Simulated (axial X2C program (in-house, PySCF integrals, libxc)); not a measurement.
Spin–orbit effects down a group: molecules with Na, PBE0

Calculated with an in-house all-electron X2C program for linear molecules (integrals from PySCF), spin-free (one-electron X2C) or two-component (2c: spin–orbit coupling with atomic mean-field Coulomb and Gaunt terms, which also bring small scalar terms), in Dyall basis sets with cores contracted in-house; open shells are unrestricted.

Basis sets: C dyall-v3z, Ge dyall-cv3z, Na dyall-cv3z, Na dyall-v3z, Si dyall-v3z, Sn dyall-cv3z.

| molecule | spin-free state | Re (Å) | ωe (cm⁻¹) | De (eV) | 2c state | Re 2c (Å) | ωe 2c (cm⁻¹) | De 2c (eV) |
| --- | --- | --- | --- | --- | --- | --- | --- | --- |
| NaC | M_S = 3/2, Λ = 0 | 2.231 | 435.1 | 2.04 | Ω = 3/2 | 2.232 | 435.0 | 2.04 |
| NaSi | M_S = 3/2, Λ = 0 | 2.700 | 256.7 | 1.43 | Ω = 3/2 | 2.700 | 256.6 | 1.43 |
| NaGe | M_S = 3/2, Λ = 0 | 2.733 | 208.6 | 1.32 | Ω = 3/2 | 2.735 | 208.3 | n/a |
| NaSn | M_S = 3/2, Λ = 0 | 2.911 | 183.8 | 1.20 | Ω = 3/2 | 2.916 | 182.7 | n/a |

Each entry is the lowest single determinant of a limited PBE0 search at one distance. De goes to single-determinant-based atoms at the same level (for ions the charge split of lowest energy) and is withheld (n/a) where an atom does not fit its ground term or J level. Main or longest-lived isotopes. One determinant is a doubtful description, or other states lie close, for NaC, NaSi, NaGe, NaSn; these need not be ground states, and all values refer to the states named. With several unpaired electrons the Ω given is that of one determinant, not necessarily of the lowest component. Some light 2c atoms are not at their ground J level, so De misses part of their lowering (0.04 eV or less). The functionals have no current term, which raises determinants with orbital currents.
